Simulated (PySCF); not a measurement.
Benzothiazole, C7H5NS.
SMILES: `c1ccc2scnc2c1`

Computed, not measured: TDDFT CAM-B3LYP/def2-SVPD, vertical, gas phase, core orbitals frozen in the response in PySCF 2.14.0, density-fitted response routines. Geometry: GFN2-xTB; no solvent, vibrations or thermal averaging.

Computed states:

```json
{"state": "S1", "E (eV)": "4.99", "f": "0.023"}
{"state": "S2", "E (eV)": "5.38", "f": "0.090"}
{"state": "S3", "E (eV)": "5.38", "f": "0.0026"}
{"state": "S4", "E (eV)": "5.77", "f": "0.0004"}
{"state": "S5", "E (eV)": "6.04", "f": "0.151"}
{"state": "S6", "E (eV)": "6.20", "f": "0.441"}
{"state": "S7", "E (eV)": "6.34", "f": "0.0000"}
{"state": "S8", "E (eV)": "6.83", "f": "0.015"}
```

Each state is given a Gaussian of 0.5 eV full width at half maximum, with ε(max) = 2.175×10⁸ f / Δν̃ (Δν̃ the width in cm⁻¹). The width is an assumption, not a result. The curve ends short of the highest state used, and states not computed would add to its high-energy end.

(1) What does the envelope look like, and where are its maxima?

(2) On this curve, what absorbance would a 10⁻⁵ mol/L sample give at 280 nm over a 1 cm path?

(3) Coming from long wavelengths, where does ε first pass 100 L mol⁻¹ cm⁻¹?

## Answers

(1) 
```tsv
E (eV)	ε (L mol⁻¹ cm⁻¹)
4.24	3
4.32	9
4.41	31
4.50	90
4.58	201
4.67	424
4.76	768
4.85	1223
4.93	1712
5.02	2387
5.11	3237
5.19	4094
5.28	4937
5.37	5303
5.45	5096
5.54	4558
5.63	4492
5.71	5680
5.80	9182
5.89	15044
5.97	21339
6.06	27566
6.15	30431
6.23	29006
```

Maxima: 231 nm (5.38 eV), ε about 5300, made up of S2 (92%); 201 nm (6.16 eV), ε about 30000, made up of S5 (23%) and S6 (77%) (ε in L mol⁻¹ cm⁻¹; maxima over ε = 5, shares over 10%).

(2) 280 nm is 4.428 eV, where ε is about 39 L mol⁻¹ cm⁻¹, so A = ε c l ≈ 0.00039 (Beer–Lambert, with the gas-phase spectrum and the assumed width).

(3) At about 275 nm (4.51 eV), 0.48 eV below S1.

Time: 48 s of wall time. Hardware: an Arm Neoverse V1 with one thread, shared host.
